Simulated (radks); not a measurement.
Values are calculated unless marked as measured or tabulated.
Question: These are the eigenvalues of the occupied orbitals of an atom or ion with whole-number occupations (eV). Code: a radial shooting solver on a logarithmic mesh with Libxc functionals. Model: scalar-relativistic Kohn-Sham, revPBE, spin-unpolarised, spherical densities, point nucleus.

1s: -67402.13
2s: -11603.70
2p: -10170.71
3s: -2679.924
3p: -2253.795
3d: -1757.131
4s: -568.8357
4p: -429.0948
4d: -250.3346
5s: -100.9669
5p: -67.0834
4f: -52.7810
5d: -29.0154

Which element is it, and in what charge state? The configuration may be excited.

Answer: Z = 73, tantalum, charge +3: Ta3+ in [Xe] 4f14 5d2. The list shows which subshells hold electrons but not how many an open one holds; the 1s level, -2477 hartree, gives Z - s = 70.4 by -(Z - s)^2/2, which with screening and relativity narrows Z to a few neighbours, and the depths of the outer levels then fix element, charge and occupations together.
